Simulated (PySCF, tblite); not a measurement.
Isomers of C4H8OSSi3, one GFN2-xTB conformer each. Single-point energies are computed at PBE0/pcSseg-1 (PySCF, gas phase, no added dispersion term), electronic only.

Question: Rank them by PBE0/pcSseg-1 energy, lowest first (kJ/mol).
A. `[cH:1]1[cH:2][s:3][c:4]([SiH:5]2[SiH2:6][O:7][SiH2:8]2)[cH:9]1` with S3–C4–Si5–Si6 136°
B. `c12[SiH2]O[SiH2][SiH2]c2scc1`

Answer: B (0.0), A (72.6).

As drawn, the higher has a four-membered ring, which the lower lacks. GFN2-xTB itself gives, in the same order: 0.0, 135.8. Both levels put the same isomer lowest.

Q: Which frontier levels, dipoles and rotational constants go with these structures?

A: 
| SMILES | HOMO (eV, PBE0/pcSseg-1) | LUMO (eV) | dipole (D) | A, B, C (MHz) |
| --- | --- | --- | --- | --- |
| c1cc2c(s1)[SiH2][SiH2]O[SiH2]2 | -7.14 | -1.06 | 0.81 | 1493, 711.3, 489.8 |
| c1csc([SiH]2[SiH2]O[SiH2]2)c1 | -6.86 | -1.08 | 2.15 | 1990, 448.5, 446.2 |

Q: What happens when harmonic zero-point energies from GFN2-xTB frequencies are added?

A: 
```tsv
SMILES	ZPE (kJ/mol)	electronic (kJ/mol)	with ZPE (kJ/mol)
c1cc2c(s1)[SiH2][SiH2]O[SiH2]2	260.2	0.0	0.0
c1csc([SiH]2[SiH2]O[SiH2]2)c1	264.1	72.6	76.5
```

The zero-point energies span 3.9 kJ/mol. The order is unchanged.

Q: As an exercise, what shares would exp(−E/RT) give at 2000 K from these electronic energies alone (no entropy, no degeneracies)?

A: RT = 16.629 kJ/mol: c1cc2c(s1)[SiH2][SiH2]O[SiH2]2 98.7 %, c1csc([SiH]2[SiH2]O[SiH2]2)c1 1.3 %.
